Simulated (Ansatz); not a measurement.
Consider the ligand exchange at the Si–O bond: `N[SiH2][O][GeH2][NH2]` + `[SiH3][SeH]` → `N[SiH2][Se][SiH3]` + `[NH2][GeH2][OH]`.

Computed with Ansatz on PBE0-D4/def2-TZVP structures; ΔE is electronic, products minus reactants. CCSD(T)/CBS adds triple-zeta CCSD(T) − MP2 to the extrapolated MP2 energy (def2 sets, frozen cores). Functionals use def2-TZVPP. For Ge, Se outer-core shells are correlated without core-valence functions, which leaves a few kJ/mol of doubt a bond. Scalar relativity is left out up to krypton. Each species was taken in one conformer, which may not be the lowest.

CCSD(T)/CBS gives +0.56 eV.

Another level gave +0.43 eV. Which?
A. HF/def2-TZVPP
B. PBE0/def2-TZVPP
C. B2PLYP/def2-TZVPP
D. PBE/def2-TZVPP

D. PBE 0.43, B2PLYP 0.63, HF/def2-TZVPP 0.77, PBE0 0.47 eV.

Largest T1 diagnostic among the species: 0.011.

In def2-TZVPP, CCSD(T) changes the Hartree–Fock value by −0.14 eV (the triples alone add −0.03 eV) and MP2 by −0.19 eV. From PBE to PBE0 (25 % exact exchange), in def2-TZVPP and without D4, ΔE moves by +0.04 eV.
